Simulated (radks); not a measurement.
The numbers below are computed, except where a source is named.
Task: These are the eigenvalues of the occupied orbitals of an atom or ion with whole-number occupations (eV). Level of theory: non-relativistic Kohn-Sham, r2SCAN, spin-polarised, spherical densities, point nucleus; meta-GGA in the generalised Kohn-Sham scheme (a radial shooting solver on a logarithmic mesh with Libxc functionals).

1s up: -80011.79
1s down: -80010.50
2s up: -14273.66
2s down: -14272.59
2p up: -13774.08
2p down: -13772.58
3s up: -4105.199
3s down: -4092.622
3p up: -3868.649
3p down: -3856.930
3d up: -3428.197
3d down: -3419.488
4s up: -1556.057
4s down: -1540.931
4p up: -1450.186
4p down: -1434.714
4d up: -1256.435
4d down: -1240.297
4f up: -1000.123
4f down: -982.3182
5d up: -657.8892

Which element is it, and in what charge state? The configuration may be excited. Open shells, if any, are filled with parallel spins first.

Result: Z = 82, lead, charge +28: Pb28+ in [Ar] 3d10 4s2 4p5 4d10 4f8 5d1. The list shows which subshells hold electrons but not how many an open one holds; the 1s level, -2940.4 hartree, gives Z - s = 76.7 by -(Z - s)^2/2, which with screening narrows Z to a few neighbours, and the depths of the outer levels then fix element, charge and occupations together.
